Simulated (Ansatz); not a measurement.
Gas-phase electronic energies from Ansatz, PBE0-D4/def2-TZVP geometries. CBS: MP2 limit from def2 TZ/QZ plus the TZ coupled-cluster correction, frozen cores. This one scheme is used for every species. DFT in def2-TZVPP. HSE06 is defined as in plane-wave codes. For Br outer-core shells are correlated without core-valence functions, which leaves a few kJ/mol of doubt a bond. Scalar relativity is left out up to krypton. Each species was taken in one conformer, which may not be the lowest.

`O=Cc1ccc[nH]1` + HBr → `Brc1ccc[nH]1` + `C=O`  (substitution at a C–C bond)

(1) Is it downhill or uphill in electronic energy at CCSD(T)/CBS, and by how much? (Best estimate.)

(2) What do these levels give: CAM-B3LYP-D4, PBE, revPBE, HSE06, CCSD/def2-TZVPP, HF/def2-QZVPP? (Estimate.)

Largest T1 diagnostic among the species: 0.015.

Results:

(1) Computed: Uphill: ΔE = +92.7 kJ/mol.

(2) Computed: CAM-B3LYP-D4 101.9, PBE 105.8, revPBE 101.3, HSE06 104.4, CCSD/def2-TZVPP 90.4, HF/def2-QZVPP 96.7 kJ/mol.

From r2SCAN to r2SCAN0 (25 % exact exchange), in def2-TZVPP and without D4, ΔE moves by −3.4 kJ/mol. In def2-TZVPP, CCSD(T) changes the Hartree–Fock value by −4.8 kJ/mol (the triples alone add +1.4 kJ/mol) and MP2 by −5.6 kJ/mol.
